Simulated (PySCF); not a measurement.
Spin states of ZnP⁺

Unrestricted PBE0; basis Zn x2c-SVPall, P x2c-SVPall; spin-free X2C with a Gaussian nucleus; PySCF 2.14. Outer shells of the fragments: Zn+ 3d10 4s1; P 3s2 3p3.

Followed along the bond (rough minima from three points):

```tsv
2Ms+1	unpaired	⟨S²⟩ at the start	R at minimum (Å)	Te (eV)
3	π ↑↑	2.03	2.33	0.00
1	π ↑↓	1.01	2.31	0.38
1	none	0.00	2.29	1.58
5	σ ↑↑, π ↑↑	6.00	none in the scan	≤ 1.93
```

Solutions found at the starting distance of 2.355 Å, counted from the lowest of them; the search is not exhaustive and high or unbound solutions are not listed, so other states can lie among these:

| 2Ms+1 | unpaired | term | E (eV) | ⟨S²⟩ | ⟨Lz²⟩ | μ (D) |
| --- | --- | --- | --- | --- | --- | --- |
| 3 | π ↑↑ | ³Σ⁻ | 0.00 | 2.03 | 0.00 | -1.46 |
| 1 | π ↑↓ | mixed | 0.39 | 1.01 | 2.02 | -1.49 |
| 1 | none | mixed | 1.59 | 0.00 | 2.00 | -1.47 |
| 3 | σ ↑, π ↑ | ³Π | 2.12 | 2.01 | 1.01 | 2.74 |
| 5 | σ ↑↑, π ↑↑ | ⁵Σ⁻ | 2.16 | 6.00 | 0.00 | 1.25 |
| 1 | σ ↓, π ↑ | mixed | 2.23 | 1.01 | 1.01 | 2.71 |

A term symbol is given only where ⟨S²⟩ and ⟨Lz²⟩ are close to those of a pure state; real π, δ and φ orbitals otherwise mix terms. A positive dipole points towards P; it is taken about the centre of mass and depends on that origin.

Counting both spins, an empty level lies below a filled one in some of these solutions, because spin and occupation are held.
